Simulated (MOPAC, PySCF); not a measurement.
CH₂B₂O, SMILES `C(=BB)=O` (H–B–B–C torsion 170°), neutral singlet in the gas phase. 

Cartesian coordinates (Å):
SMILES: B(B)=C=O
```xyz
6

B     -1.2087    -0.0006    -0.0160
B      0.3309     0.0040     0.0024
C      1.7729     0.0022     0.0206
O      2.9297     0.0000     0.0351
H     -1.8487     1.0147    -0.0118
H     -1.8342    -1.0251    -0.0358
```
Charge 0, spin multiplicity 1.

All levels are single points at this geometry (r2SCAN-D4/def2-TZVP); Pople sets use spherical d functions. Orbital energies aren't observables, and empty levels follow the basis.

```csv
level,HOMO (eV),LUMO (eV),gap (eV),dipole (D),"vertical IE, Delta-SCF (eV)"
r2SCAN-D4/def2-TZVP in PySCF,-5.80,-5.00,0.80,0.82,8.75
BP86/6-31G* in PySCF,-5.40,-4.96,0.45,0.96,–
M06-2X/6-31G* in PySCF,-7.28,-2.79,4.49,0.59,–
HF/6-31G* in PySCF,-8.54,0.24,8.78,0.09,7.56
AM1 in MOPAC,-7.63,-0.58,7.06,1.58,–
PM3 in MOPAC,-9.64,-1.47,8.17,2.14,–
```
